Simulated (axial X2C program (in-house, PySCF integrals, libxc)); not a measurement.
## SeF⁺: from Re and ωe to a spectrum

A bond curve at the PBE0 level, with spin–orbit coupling, was computed with an in-house relativistic program for diatomic molecules (basis Se dyall-v3z [8s9p6d1f], F dyall-v3z [6s5p2d1f] (cores contracted in-house)) for the state Ω = 1 (⟨Sz⟩ = 1.00, ⟨Lz⟩ = 0.00 at PBE0). Its fit gives Re = 1.6604 Å, ωe = 834.5 cm⁻¹, ωexe = 3.42 cm⁻¹ and αe = 2.391e-03 cm⁻¹; the masses are 79.9165 and 18.9984 u. Two-component means X2C with spin–orbit coupling and atomic mean-field Coulomb and Gaunt terms.

Q: Find the reduced mass, Be and the force constant.

A: From the PBE0 values: μ = 15.3494 u. Be = 16.8576/(μ Re²) = 0.3984 cm⁻¹. k = 5.8918×10⁻⁷ μ ωe² = 6.3 mdyn/Å.

Q: A Morse curve ties αe to the other constants (Pekeris). How well does that hold?

A: αe(Morse) = 6Be²/ωe × (√(ωexe/Be) − 1) = 2.202e-03 cm⁻¹; the PBE0 curve gives 2.391e-03 cm⁻¹, a ratio of 0.92.

Q: Estimate the centrifugal constant by the Kratzer relation.

A: D = 4Be³/ωe² = 3.63e-07 cm⁻¹.

Q: Estimate De from a Morse curve and compare with the computed well depth of 3.343 eV to Se+ + F.

A: De(Morse) = ωe²/(4ωexe) = 6.312 eV against 3.343 eV computed, a ratio of 1.89. The extrapolation overshoots: the well softens faster than a Morse curve, or the lowest atomic limit lies below the one to which the curve heads.

Q: Where do the fundamental and the first overtone lie?

A: ν(1←0) = ωe − 2ωexe = 827.7 cm⁻¹; ν(2←0) = 2ωe − 6ωexe = 1648.5 cm⁻¹.

Occupations by symmetry block were frozen at the best pattern of an incomplete PBE0 search. Dissociation energies refer to the lowest single-determinant-based atoms at the same level and basis. Density functionals use the spin component along the axis (collinear). The 2c atoms are single determinants rather than J levels; their spin–orbit lowering is only partly caught, and De is too large by that part. This holds for PBE0. Without a current term, density functionals place determinants with orbital angular momentum somewhat too high. With several unpaired electrons one determinant need not be a pure state. Open-shell Ω = 0 determinants with evenly filled partner blocks cannot be reached by this program, so the Ω shown need not be the lowest component. This is the Ω = 1 component of a π² triplet; the 0⁺ component is not one determinant and can lie lowest.
